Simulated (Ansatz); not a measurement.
SiICl3, relaxed as a singlet with RKS PBE-D4/def2-SVP in Ansatz, starting from the GFN2-xTB geometry. Force threshold 0.02 eV/Å.

In the def2 sets I takes a core potential; there is no spin–orbit coupling.

Start:

```xyz
5

Si   -0.0628   -0.0937    0.0140
I     1.3116    1.9292   -0.2744
Cl    0.2742   -1.3134   -1.5439
Cl   -1.9917    0.4590    0.0704
Cl    0.4688   -0.9811    1.7339
```

(1) Estimate the energy that the relaxation releases and the steps that it takes.

(2) Does the start keep its bonding and symmetry?

(3) Predict the relaxed structure.

Answers

(1) 0.09 eV, in 4 steps; 5.5 s on 2 threads of AMD EPYC 7R13 on a shared host. No frequencies were taken in this run, so the end may be a saddle point.

(2) By distances, no bond broke or formed. The bond that changes most is Si1–Cl3, from 2.01 to 2.06 Å (atoms count from 1). Point group C3v at the start, C3v at the end, both within 0.05 Å.

(3) 
```xyz
5

Si   -0.036   -0.053    0.008
I     1.327    1.950   -0.277
Cl    0.271   -1.345   -1.565
Cl   -2.030    0.454    0.074
Cl    0.468   -1.006    1.761
```
Bond lengths: 3 × Cl–Si 2.06 Å; 1 × I–Si 2.44 Å.
